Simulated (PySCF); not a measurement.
Geometries of 2 isomers of C4H9Cl2In, from PBE0-D3(BJ)/def2-SVP geometry optimisation, gas phase, def2 core potentials past Kr (PySCF 2.14.0). One conformer each, no zero-point energy, no frequencies.

**Question.** Which is lower in electronic energy at this level?
A.
```xyz
16
angstrom
In     1.088    1.443    1.261
Cl     3.441    1.457    1.317
Cl     0.263    3.643    1.228
C     -0.150   -0.326    1.272
C     -0.509   -0.761   -0.146
C      0.733   -1.043   -0.981
C     -1.426    0.240   -0.836
H     -1.040   -0.087    1.873
H      0.434   -1.093    1.803
H     -1.068   -1.713   -0.050
H      1.312   -0.115   -1.156
H      0.473   -1.446   -1.971
H      1.407   -1.758   -0.486
H     -0.927    1.218   -0.968
H     -2.344    0.420   -0.256
H     -1.721   -0.112   -1.836
```
B.
```xyz
16
angstrom
In     1.056    1.746    0.018
Cl     3.395    1.926    0.231
Cl     0.060    3.880   -0.101
C     -0.071   -0.137   -0.008
C     -0.849   -0.199    1.302
C      0.916   -1.292   -0.119
C     -1.018   -0.100   -1.202
H     -1.449   -1.128    1.329
H     -0.187   -0.218    2.183
H     -1.550    0.643    1.414
H      1.625   -1.321    0.723
H      1.501   -1.255   -1.050
H      0.360   -2.249   -0.117
H     -0.481   -0.058   -2.162
H     -1.714    0.752   -1.161
H     -1.629   -1.024   -1.213
```

**Answer.** A. That is `CC(C)[CH2][In]([Cl])[Cl]` (InCl2(iBu)), 2.9 kcal/mol below the other.

```
                  SMILES  atoms numbered as above       E (Eh)  relative (kcal/mol)  relative (kJ/mol)  dipole (D)
CC(C)[CH2][In]([Cl])[Cl]                        –  -1267.60375                  0.0                0.0        4.66
C[C](C)(C)[In]([Cl])[Cl]                        –  -1267.59918                  2.9               12.0        4.58
```
